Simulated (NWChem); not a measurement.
## Basis-set convergence for CH$_{5}$NSi

```xyz
8

Si     0.1228    -0.7075     0.0000
C     -1.4694     0.3845     0.0000
H     -2.0920     0.1251    -0.8849
H     -1.3039     1.4835     0.0000
H     -2.0920     0.1251     0.8849
N      1.3072     0.5615     0.0000
H      1.1237     1.5720     0.0000
H      2.3117     0.3619     0.0000
```
Charge 0, spin multiplicity 1.

Everything below was run with NWChem. The geometry was optimised at PBE/def2-SVP, a minimum by its harmonic frequencies. It is one conformer; others weren't searched.

Quantity: LUMO energy at the level B3LYP.

B3LYP has NWChem's definition, with VWN1-RPA local correlation. The Pople sets run with spherical d functions. The structure started from a generated list of species.

```csv
basis,functions,LUMO energy (eV)
3-21G,41,-0.93
6-31+G*,68,-1.42
cc-pVDZ,71,-1.10
6-311G**,92,-1.26
def2-SVPD,104,-1.36
def2-TZVP,129,-1.32
def2-TZVPD,162,-1.42
cc-pVTZ,164,-1.28
pcseg-2,164,-1.39
def2-TZVPP,174,-1.33
```

Smallest basis within 0.2 eV of def2-TZVPP, the largest set run: 6-31+G*, with 68 functions against 174 and about 20 % of the time (also within reach: 6-311G**, def2-SVPD, def2-TZVP, def2-TZVPD, cc-pVTZ, pcseg-2). def2-TZVPP isn't the basis-set limit itself, and a small set can land close by cancellation.
